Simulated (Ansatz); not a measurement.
Process, species as SMILES: F[C]F (closed-shell singlet) → C atom + 2 F atom
B3LYP-D3(BJ)/def2-TZVP geometries, fixed; electronic energies without zero-point terms.
Largest species:
```xyz
3

F     -1.0201    -0.2528     0.0305
C     -0.0313     0.5961     0.0011
F      1.0410    -0.1446    -0.0312
```

Basis-set convergence of the atomisation energy at B2PLYP with Ansatz (a program for electronic structure). All functions are spherical. Cores are frozen. Open shells are unrestricted. No added dispersion term, no relativity. Functions are those of the species that has most. Reference: the value in aug-pcseg-3, 257.82 kcal/mol, itself unsure by roughly 0.49 kcal/mol (its mean distance from aug-cc-pVQZ, cc-pV5Z, def2-QZVPPD).

| basis | functions | atomisation energy (kcal/mol) |
|---|---|---|
| 3-21G | 27 | 226.88 |
| 6-31G | 27 | … |
| pcseg-1 | 42 | 247.83 |
| 6-311+G** | 66 | 245.83 |
| def2-SVPD | 66 | … |
| aug-pcseg-1 | 69 | … |
| cc-pVTZ | 90 | 255.79 |
| pcseg-2 | 90 | … |
| 6-311++G(3df,3pd) | 117 | 257.69 |
| aug-cc-pVTZ | 138 | 255.80 |
| cc-pVQZ | 165 | 257.30 |
| def2-QZVPP | 171 | 256.78 |
| pcseg-3 | 180 | 257.53 |

Q: What belongs in the gaps?

A: 
- 6-31G, atomisation energy (kcal/mol): 207.17
- def2-SVPD, atomisation energy (kcal/mol): 253.89
- aug-pcseg-1, atomisation energy (kcal/mol): 251.58
- pcseg-2, atomisation energy (kcal/mol): 255.62
